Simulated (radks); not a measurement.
Coherent X-ray form factor from a spherical all-electron density. All-electron calculation, Dirac Kohn-Sham, LDA (Slater exchange, Perdew-Wang correlation), spin-unpolarised, spherical densities, finite nucleus; Fermi nuclear charge, rms radius of each element as measured or else 0.836 A^(1/3) + 0.57 fm. Program: a radial shooting solver on a logarithmic mesh with Libxc functionals.

| sin(theta)/lambda (1/angstrom) | f0 (electrons) |
|---|---|
| 0.05 | 55.732 |
| 0.1 | 54.944 |
| 0.15 | 53.681 |
| 0.2 | 52.015 |
| 0.25 | 50.029 |
| 0.3 | 47.817 |
| 0.4 | 43.060 |
| 0.5 | 38.326 |
| 0.6 | 33.979 |
| 0.8 | 26.968 |
| 1 | 22.134 |
| 1.25 | 18.326 |
| 1.5 | 15.913 |
| 2 | 12.374 |

The species is in the configuration that NIST lists as its ground one. Which atom or ion scatters so?

Answer. The holmium ion Ho11+, [Kr] 4d10 4f8 5s2. Extrapolating in s^2 from the first two rows gives f0(0) = 56.0, near the electron count 56; among species with that count, the fall with angle is slower the higher Z, and the table is that of Z = 67; from so few rows the species is fixed only to a neighbour or two.
